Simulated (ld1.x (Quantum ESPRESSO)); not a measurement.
**Transferability test, TM potential for nitrogen**

ld1.x (Quantum ESPRESSO) 7.5 input, shortened:

```
&input
   title='N', zed=7., rel=1, dft='PBE', iswitch=3,
   config='[He] 2s2 2p3'
 /
 &inputp
   pseudotype=2, tm=.true., lloc=1,
   nlcc=.true.
 /
2
2S  1  0   2.00   0.00  1.05  1.05  0.0
2P  2  1   3.00   0.00  1.50  1.50  0.0
 &test
   configts(1)='2s2 2p3'
 /
```

Energies are relative to the spin-unpolarised reference configuration 2s2 2p3; without spin polarisation the order of configurations can differ from experiment. The frozen-core shift is the all-electron ΔE with the core orbitals held at their reference shape minus the fully relaxed ΔE.

Give the all-electron excitation energy and the error of the potential for: 2s2 2p2; 2s2 2p1; 2s2 2p0; 2s1 2p4; 2s1 2p0; 2s1 2p3; 2s0 2p5.

```json
{"valence configuration": "2s2 2p2", "charge": "+1", "ΔE all-electron (eV)": "13.591", "error AE − PS (meV)": "+3.7", "frozen-core shift (meV)": "+0.1"}
{"valence configuration": "2s2 2p1", "charge": "+2", "ΔE all-electron (eV)": "42.445", "error AE − PS (meV)": "+98", "frozen-core shift (meV)": "+1.8"}
{"valence configuration": "2s2 2p0", "charge": "+3", "ΔE all-electron (eV)": "89.528", "error AE − PS (meV)": "+572", "frozen-core shift (meV)": "+10.0"}
{"valence configuration": "2s1 2p4", "charge": "0", "ΔE all-electron (eV)": "11.508", "error AE − PS (meV)": "+7.4", "frozen-core shift (meV)": "+0.4"}
{"valence configuration": "2s1 2p0", "charge": "+4", "ΔE all-electron (eV)": "167.346", "error AE − PS (meV)": "+973", "frozen-core shift (meV)": "+33"}
{"valence configuration": "2s1 2p3", "charge": "+1", "ΔE all-electron (eV)": "25.372", "error AE − PS (meV)": "-26", "frozen-core shift (meV)": "+0.6"}
{"valence configuration": "2s0 2p5", "charge": "0", "ΔE all-electron (eV)": "23.041", "error AE − PS (meV)": "+31", "frozen-core shift (meV)": "+1.6"}
```
